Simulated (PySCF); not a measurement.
Mapped SMILES: `[CH3:1][SiH2:2][c:3]1[cH:4][cH:5][c:6]([CH2:7][SiH3:8])[o:9]1`. Each H is labelled by its parent atom.

How the numbers were obtained: geometry: GFN2-xTB, σ from GIAO-PBE0/pcSseg-1, in PySCF 2.14.0 with density-fitted response routines (gas phase, fast rotation and ring inversion assumed for equivalent nuclei, a single conformation, relativity neglected).

References, each an isolated molecule treated in the same way: TMS for ¹³C (σ = 186.93 ppm) and ¹H (σ = 31.72 ppm) and ²⁹Si (σ = 349.16 ppm); ¹⁷O (σ = 336.08 ppm) against H2O.

```csv
atoms,nucleus,count,δ (ppm)
C7,¹³C,1,14.1
Si8,²⁹Si,1,-68.8
Si2,²⁹Si,1,?
C4,¹³C,1,129.7
O9,¹⁷O,1,324.5
H(Si2),¹H,2,?
H(C7),¹H,2,?
C1,¹³C,1,-9.2
C6,¹³C,1,166.0
H(C5),¹H,1,?
H(C4),¹H,1,6.86
C5,¹³C,1,111.5
C3,¹³C,1,?
H(C1),¹H,3,0.35
H(Si8),¹H,3,3.98
```

Estimate the values marked ?.

Answers


- C3: 154.9 ppm, substituted aromatic carbon next to the ring oxygen
- H(C5): 6.23 ppm, hydrogen on an aromatic CH; the ring current deshields protons in the ring plane
- H(Si2): 4.75 ppm, hydrogen on a silicon bonded to 2 C
- H(C7): 2.41 ppm, hydrogen on an sp3 CH2 bonded to Si, on an aromatic ring; benzylic-type position, deshielded by the ring
- Si2: -60.6 ppm, silicon bonded to 2 C, 2 H

Shifts are as computed. Against solution values, carbons near 30 ppm lie about +3 ppm off and those near 130 ppm about +5 ppm. Of 1211 compounds with measured shifts, 218 miss one by over three times the rms of a fit or turn the order of signals round; such compounds aren't used in these exercises. Unscaled 17O shifts of doubly bonded oxygen tend to come out too high, by tens of ppm or more. Experimental scales use liquid or dissolved standards, which lie at an offset from isolated H2O (liquid H2O: subtract about 36 ppm).
